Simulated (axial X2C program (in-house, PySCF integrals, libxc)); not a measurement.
# GeI: cheaper levels and CCSD(T), two-component

Computed with an axial X2C code built on PySCF integrals. Two-component (2c) means X2C with spin–orbit coupling and atomic mean-field two-electron Coulomb and Gaunt terms. Basis: I dyall-cv3z [11s12p8d4f1g], Ge dyall-cv3z [9s9p7d4f1g] (cores contracted in-house); Gaussian nuclei, density fitting, unrestricted open shells. Masses: I 126.904 u, Ge 73.921 u.

State: Ω = 1/2 (⟨Sz⟩ = -0.50, ⟨Lz⟩ = 1.00 at HF); fragments I + Ge.

| level | Re (Å) | ωe (cm⁻¹) |
| --- | --- | --- |
| PBE0 | 2.527 | 241.2 |
| HF | 2.568 | 231.4 |
| MP2 | 2.537 | 243.5 |
| CCSD | 2.547 | 239.6 |
| LDA | 2.501 | 246.0 |

Correlated methods: 11 electrons correlated (number of frozen shells: I 4 s, 3 p, 2 d; Ge 3 s, 2 p, 1 d), 283 virtual spin orbitals or spinors in MP2, 90 natural virtuals in coupled cluster.

CCSD(T), same Hamiltonian and basis:

Re = 2.548 Å, ωe = 239.1 cm⁻¹; T1 = 0.018 (Lee–Taylor normalisation).

Problem. Give the differences from CCSD(T) in the columns below.

Solution. 

```json
{"level": "PBE0", "ΔRe (Å)": "-0.021", "Δωe (cm⁻¹)": "2.1"}
{"level": "HF", "ΔRe (Å)": "0.020", "Δωe (cm⁻¹)": "-7.7"}
{"level": "MP2", "ΔRe (Å)": "-0.011", "Δωe (cm⁻¹)": "4.4"}
{"level": "CCSD", "ΔRe (Å)": "-0.001", "Δωe (cm⁻¹)": "0.5"}
{"level": "LDA", "ΔRe (Å)": "-0.047", "Δωe (cm⁻¹)": "6.9"}
```

The state is a single determinant with fixed occupations, the lowest that a limited PBE0 search found. De is not given where an atomic determinant may have missed its ground term or J level, or where the truncated virtual space spoils (T). Density functionals use the spin component along the axis (collinear). CCSD and (T) use frozen natural virtuals with an MP2 correction for the truncation; (T) itself is uncorrected, so its De runs slightly low. Without a current term, density functionals place determinants with orbital angular momentum somewhat too high. With the outer-core shells frozen, correlated bond lengths of heavy atoms tend to come out a few hundredths of an ångström too long.
